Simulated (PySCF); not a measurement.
PySCF input (B3PW91/6-31G* (5d)):

```python
from pyscf import gto, dft

mol = gto.M(
    atom='''
    F     2.46106200    0.30287400   -1.78815700
    C     1.26995100    0.17236700   -1.28970100
    C     0.84912900   -0.45053600   -0.20713700
    F     1.70872900   -1.15454300    0.57507000
    C    -0.53185700   -0.43240500    0.22949000
    F    -1.14081800   -1.63128000    0.35130600
    C    -1.23639700    0.65820600    0.51966400
    F    -2.50277100    0.63521000    0.86308100
    F    -0.76008600    1.88265100    0.49715600
    ''',
    basis='6-31g*',
    charge=0,
    spin=1,
    verbose=4,
)

mf = dft.UKS(mol, xc='b3pw91')
mf.grids.level = 3
mf.conv_tol = 1e-9
mf.max_cycle = 100
mf.max_memory = 1500
mf.kernel()
if not mf.converged:
    mf = mf.newton()
    mf.kernel(mf.make_rdm1())
mo, _, stable, _ = mf.stability(return_status=True)
if not stable:
    mf.kernel(mf.make_rdm1(mo, mf.mo_occ))
    stable = mf.stability(return_status=True)[2]
mf.dip_moment()
```

From the output:

```
  HOMO = -0.256379953074  LUMO = -0.124261853574  gap/eV = 3.59512
cycle= 6 E= -651.190475269663  delta_E= -0.000208  |g|= 0.00891  |ddm|= 0.0297
  alpha nocc = 35  HOMO = -0.262059993528551  LUMO = -0.0183023344334359
  beta  nocc = 34  HOMO = -0.256638034306437  LUMO = -0.122828378457563
  HOMO = -0.256638034306  LUMO = -0.122828378458  gap/eV = 3.64115
cycle= 7 E= -651.190559316327  delta_E= -8.4e-05  |g|= 0.00437  |ddm|= 0.017
  alpha nocc = 35  HOMO = -0.261956403811142  LUMO = -0.0184233964508764
  beta  nocc = 34  HOMO = -0.256643044207288  LUMO = -0.122419055376372
  HOMO = -0.256643044207  LUMO = -0.122419055376  gap/eV = 3.65242
cycle= 8 E= -651.190613855139  delta_E= -5.45e-05  |g|= 0.00235  |ddm|= 0.0186
  alpha nocc = 35  HOMO = -0.261979898743121  LUMO = -0.0184278427820685
  beta  nocc = 34  HOMO = -0.256617866042592  LUMO = -0.122175556161397
  HOMO = -0.256617866043  LUMO = -0.122175556161  gap/eV = 3.65836
cycle= 9 E= -651.190629134522  delta_E= -1.53e-05  |g|= 0.00155  |ddm|= 0.0108
  alpha nocc = 35  HOMO = -0.2619014247907  LUMO = -0.0183446225309778
  beta  nocc = 34  HOMO = -0.256496715379814  LUMO = -0.122027527429904
  HOMO = -0.25649671538  LUMO = -0.12202752743  gap/eV = 3.65909
cycle= 10 E= -651.190633290225  delta_E= -4.16e-06  |g|= 0.000609  |ddm|= 0.0061
  alpha nocc = 35  HOMO = -0.261901036187581  LUMO = -0.0183508716759309
  beta  nocc = 34  HOMO = -0.256492982944154  LUMO = -0.122156496223789
  HOMO = -0.256492982944  LUMO = -0.122156496224  gap/eV = 3.65548
cycle= 11 E= -651.19063382119  delta_E= -5.31e-07  |g|= 0.000268  |ddm|= 0.00232
  alpha nocc = 35  HOMO = -0.261922478959836  LUMO = -0.0183587969896508
  beta  nocc = 34  HOMO = -0.256499762716188  LUMO = -0.122109006127386
  HOMO = -0.256499762716  LUMO = -0.122109006127  gap/eV = 3.65696
cycle= 12 E= -651.190633896266  delta_E= -7.51e-08  |g|= 0.000129  |ddm|= 0.000509
  alpha nocc = 35  HOMO = -0.261925005974954  LUMO = -0.0183542861254993
  beta  nocc = 34  HOMO = -0.256497412806928  LUMO = -0.122117643965549
  HOMO = -0.256497412807  LUMO = -0.122117643966  gap/eV = 3.65666
cycle= 13 E= -651.190633924654  delta_E= -2.84e-08  |g|= 7.66e-05  |ddm|= 0.000336
  alpha nocc = 35  HOMO = -0.261923458925767  LUMO = -0.0183510673432674
  beta  nocc = 34  HOMO = -0.256496199302592  LUMO = -0.122114537219993
  HOMO = -0.256496199303  LUMO = -0.12211453722  gap/eV = 3.65671
cycle= 14 E= -651.190633937025  delta_E= -1.24e-08  |g|= 4.63e-05  |ddm|= 0.000237
  alpha nocc = 35  HOMO = -0.261925941662705  LUMO = -0.0183525296487246
  beta  nocc = 34  HOMO = -0.256498406352978  LUMO = -0.122113173200097
  HOMO = -0.256498406353  LUMO = -0.1221131732  gap/eV = 3.65681
cycle= 15 E= -651.190633942775  delta_E= -5.75e-09  |g|= 2.37e-05  |ddm|= 0.000211
  alpha nocc = 35  HOMO = -0.261927395129286  LUMO = -0.0183526342703813
  beta  nocc = 34  HOMO = -0.256499618448489  LUMO = -0.122109581886998
  HOMO = -0.256499618448  LUMO = -0.122109581887  gap/eV = 3.65694
cycle= 16 E= -651.190633943757  delta_E= -9.81e-10  |g|= 1.06e-05  |ddm|= 9.21e-05
  alpha nocc = 35  HOMO = -0.26192644682664  LUMO = -0.0183524962933617
  beta  nocc = 34  HOMO = -0.256499476776775  LUMO = -0.122109774858922
  HOMO = -0.256499476777  LUMO = -0.122109774859  gap/eV = 3.65693
Extra cycle  E= -651.190633943804  delta_E= -4.77e-11  |g|= 1.39e-05  |ddm|= 2.56e-05
converged SCF energy = -651.190633943804  <S^2> = 0.76427323  2S+1 = 2.0142227
uhf_internal: lowest eigs of H = [0.12456404 0.18772382 0.22825872]
<class 'pyscf.dft.uks.UKS'> wavefunction is stable in the internal stability analysis
Dipole moment(X, Y, Z, Debye): -0.06531,  0.92876, -0.54035
```

The geometry given is a B3LYP-D3(BJ)/def2-TZVP minimum.
